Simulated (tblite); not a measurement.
Isomers of C6H6NO2 (doublet state). Computed values, GFN2-xTB/tblite, gas phase, harmonic and unscaled. This tight-binding method is rough: wavenumbers can miss measured ones by several per cent, in bad cases by 10 to 20. One conformer each. Open shells enter through the occupations alone, without spin polarisation, and single modes of such species can be off by tens of per cent.

Electronic energies: GFN2-xTB at the same geometries; isomer energies are rough at this level and their order can be wrong.

```
                           SMILES  electronic energy, lowest = 0 (kJ/mol)
          C=C1[C](C=O)[C@@H]1NC=O                                   194.6
     C=C1[C@@H](C=O)[C@@H]1N[C]=O                                   213.4
          C=C1[C](NC=O)[C@@H]1C=O                                   191.6
                 C[N]c1cc(=O)cco1                                     0.0
     C=C1[C@@H]([C]=O)[C@@H]1NC=O                                   203.0
[H]/[C]=C1\[C@@H](C=O)[C@@H]1NC=O                                   242.6
               [CH2]Nc1cc(=O)cco1                                    26.9
     C=C1[C@@H](C=O)[C@@H]1[N]C=O                                   210.5
```

**Question.** How do GFN2-xTB zero-point energies change the relative energies?

**Answer.** 
```tsv
SMILES	ZPE (kJ/mol)	of it from modes above 1550 cm⁻¹	electronic (kJ/mol)	with ZPE, lowest = 0 (kJ/mol)	lowest mode (cm⁻¹)	rings
C[N]c1cc(=O)cco1	280.8	128.2	0.0	0.0	47	1
[CH2]Nc1cc(=O)cco1	281.5	143.8	26.9	27.7	104	1
C=C1[C](NC=O)[C@@H]1C=O	273.5	140.6	191.6	184.3	49	1
C=C1[C](C=O)[C@@H]1NC=O	273.3	139.8	194.6	187.1	40	1
C=C1[C@@H]([C]=O)[C@@H]1NC=O	276.5	143.6	203.0	198.8	44	1
C=C1[C@@H](C=O)[C@@H]1[N]C=O	271.4	137.6	210.5	201.1	32	1
C=C1[C@@H](C=O)[C@@H]1N[C]=O	277.0	143.4	213.4	209.6	34	1
[H]/[C]=C1\[C@@H](C=O)[C@@H]1NC=O	271.4	142.5	242.6	233.2	40	1
```

The zero-point energies span 10.1 kJ/mol, from `[H]/[C]=C1\[C@@H](C=O)[C@@H]1NC=O` to `[CH2]Nc1cc(=O)cco1`. The order is unchanged.

**Question.** What do entropy and thermal enthalpy add at 298.15 K and 1 bar (rigid rotor, harmonic oscillator, one conformer each)?

**Answer.** 
```
                           SMILES  point group  symmetry number  S (J/(mol K))  H − H(0) (kJ/mol)  ZPE + H − H(0) − TS (kJ/mol)
                 C[N]c1cc(=O)cco1           C1                1          387.0              24.69                         190.1
               [CH2]Nc1cc(=O)cco1           Cs                1          376.7              24.48                         193.7
          C=C1[C](NC=O)[C@@H]1C=O           C1                1          413.6              27.81                         178.0
          C=C1[C](C=O)[C@@H]1NC=O           C1                1          413.2              27.63                         177.8
     C=C1[C@@H]([C]=O)[C@@H]1NC=O           C1                1          408.3              27.24                         182.0
     C=C1[C@@H](C=O)[C@@H]1[N]C=O           C1                1          413.5              27.45                         175.6
     C=C1[C@@H](C=O)[C@@H]1N[C]=O           C1                1          409.9              27.11                         181.9
[H]/[C]=C1\[C@@H](C=O)[C@@H]1NC=O           C1                1          410.9              27.96                         176.8
```

S holds R ln(2S + 1) for the spin.
